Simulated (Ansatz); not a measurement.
`CN(C)[SiH]([SiH3])Cl`, relaxed with RKS PBE-D4/def2-SVP in the Gaussian-basis code of Ansatz from a rough embedded geometry. The force threshold is 0.03 eV/Å; the program also tests the step.

Total charge 0; spin multiplicity 1.

Start:

```xyz
16

C     1.270   -0.422    1.023
N     0.074    0.306    0.710
C     0.061    1.471    1.595
Si   -0.451    0.469   -0.966
Si   -1.171   -1.583   -1.838
Cl    0.970    1.288   -2.080
H     2.204    0.036    0.704
H     1.365   -0.675    2.083
H     1.223   -1.477    0.504
H    -0.903    2.032    1.491
H     0.171    1.215    2.615
H     0.870    2.206    1.277
H    -1.640    1.328   -0.888
H    -2.318   -2.215   -1.075
H    -0.070   -2.559   -1.869
H    -1.656   -1.421   -3.286
```

Problem. By how much does the energy fall, and how many steps does the optimiser take? (Best estimate.)

Solution. Computed: 12.42 kcal/mol, in 13 steps.

Problem. Which bonds change most? (Estimate.)

Solution. Ansatz gave: Si4–Cl6 from 1.983 to 2.121 Å; C1–H9 from 1.176 to 1.109 Å; C3–H11 from 1.057 to 1.114 Å; Si5–H15 from 1.471 to 1.506 Å.

Problem. Give the relaxed structure. (An estimate is asked.)

Solution. The calculation gave: 
```xyz
16

C     1.134   -0.579    1.001
N     0.150    0.432    0.654
C     0.144    1.581    1.544
Si   -0.556    0.520   -0.931
Si   -1.037   -1.616   -1.782
Cl    0.701    1.388   -2.402
H     2.181   -0.192    0.955
H     0.964   -0.956    2.035
H     1.071   -1.447    0.314
H    -0.652    2.295    1.254
H    -0.051    1.264    2.594
H     1.115    2.133    1.537
H    -1.745    1.430   -0.818
H    -1.863   -2.427   -0.817
H     0.242   -2.360   -2.066
H    -1.798   -1.466   -3.071
```
